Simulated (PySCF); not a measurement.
# Ca2: everyday levels beside a composite calculation

PySCF; the state is a singlet (closed shell). The composite is CCSD(T) extrapolated to the basis-set limit from two correlation-consistent sets, with core-valence (CV) and scalar-relativistic (SR) terms as its label shows; it has no spin–orbit coupling and nothing beyond (T). Here it is CCSD(T)/CBS(DT). It gives Re = 4.260 Å, ωe = 66.1 cm⁻¹ and De = 0.11 eV to Ca + Ca.

```
  level         basis     relativity  Re (Å)  ωe (cm⁻¹)  De (eV)
RHF-MP2      def2-SVP  no relativity   4.469       61.7     0.12
    LDA      def2-SVP  no relativity   4.010       97.5     0.34
    LDA  x2c-TZVPPall  spin-free X2C   4.031       93.4     0.31
    PBE  x2c-TZVPPall  spin-free X2C   4.145       86.4     0.25
   BLYP     def2-SVPD  no relativity   4.258       70.9     0.10
   TPSS  x2c-TZVPPall  spin-free X2C   4.155       87.6     0.24
   PBE0      def2-SVP  no relativity   4.218       81.9     0.22
   PBE0     def2-SVPD  no relativity   4.225       81.0     0.22
   PBE0  x2c-TZVPPall  spin-free X2C   4.234       78.6     0.20
  ωB97X     def2-SVPD  no relativity   4.485       55.6     0.13
```

Task: Give the difference of each row from the composite.

Result: 

| level | basis | ΔRe (pm) | Δωe (%) | ΔDe (eV) |
| --- | --- | --- | --- | --- |
| RHF-MP2 | def2-SVP | +20.9 | -6.7 | +0.01 |
| LDA | def2-SVP | -25.0 | +47.5 | +0.23 |
| LDA | x2c-TZVPPall | -22.9 | +41.3 | +0.20 |
| PBE | x2c-TZVPPall | -11.5 | +30.7 | +0.14 |
| BLYP | def2-SVPD | -0.2 | +7.3 | -0.01 |
| TPSS | x2c-TZVPPall | -10.5 | +32.5 | +0.13 |
| PBE0 | def2-SVP | -4.2 | +23.9 | +0.11 |
| PBE0 | def2-SVPD | -3.5 | +22.5 | +0.11 |
| PBE0 | x2c-TZVPPall | -2.6 | +18.9 | +0.09 |
| ωB97X | def2-SVPD | +22.5 | -15.9 | +0.02 |

Task: Which rows come closest in De?

Result: RHF-MP2 in def2-SVP (+0.01 eV); BLYP in def2-SVPD (-0.01 eV); ωB97X in def2-SVPD (+0.02 eV), counted from the composite.

Correlated steps freeze 10 core orbitals. Closed-shell solutions of metal pairs were not tested for spin polarisation, which can lower them a little. The bond is weak. Basis-set superposition, not corrected here, can be much of De in a small basis, most of all at correlated wavefunction levels. Functionals without a dispersion term scatter widely for such bonds, and LDA overbinds them.
